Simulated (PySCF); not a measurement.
BrCl, SMILES ClBr, point group C∞v.

Level: PBE0/pcSseg-2 in PySCF (density fitting, grid level 2); geometry and Hessian at that level, cubic constants and property derivatives from steps of ±0.6 along each species' dimensionless normal coordinates, second-order vibrational perturbation theory. The parent has the commonest isotopes.

Equilibrium geometry (Å):

```csv
atom,x,y,z
Cl1,1.0733,-0.0113,-0.0117
Br2,-1.0623,0.0164,-0.0449
```

(1) Give the equilibrium and ground-state rotational constants (MHz) of parent; ⁸¹Br at 2; ³⁷Cl at 1; ³⁷Cl at 1, ⁸¹Br at 2.

(2) And its quartic centrifugal distortion constants from the harmonic force field?

Answers

(1) 
```
             species      Be      B0  harmonic ZPE (cm⁻¹)
              parent  4571.1  4560.7                  229
           ⁸¹Br at 2  4536.4  4526.2                  228
           ³⁷Cl at 1    4400  4390.2                  225
³⁷Cl at 1, ⁸¹Br at 2  4365.3  4355.6                  224
```

(2) Linear top: D = 2.03 kHz.
